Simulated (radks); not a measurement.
Removal energies from the titanium ion Ti2+, [Ar] 3d(3/2: 2, 5/2: 0), by Delta-SCF beside the eigenvalue of the level emptied. Calculated with a radial shooting solver on a logarithmic mesh with Libxc functionals: Dirac Kohn-Sham, relativistic LDA (MacDonald-Vosko exchange, VWN5 correlation), spin-unpolarised, spherical densities, finite nucleus; Fermi nuclear charge, rms radius of each element as measured or else 0.836 A^(1/3) + 0.57 fm. Sub-shells are occupied by j as written (lower j first in brackets).

removed from                             final configuration  Delta-SCF (eV)  -eigenvalue (eV)
3d3/2                                [Ar] 3d(3/2: 1, 5/2: 0)          27.238            19.962
3p3/2         [Ne] 3s2 3p(1/2: 2, 3/2: 3) 3d(3/2: 2, 5/2: 0)          63.001            54.506
3p1/2         [Ne] 3s2 3p(1/2: 1, 3/2: 4) 3d(3/2: 2, 5/2: 0)          63.706            55.170
3s1/2                        [Ne] 3s1 3p6 3d(3/2: 2, 5/2: 0)          87.033            78.143
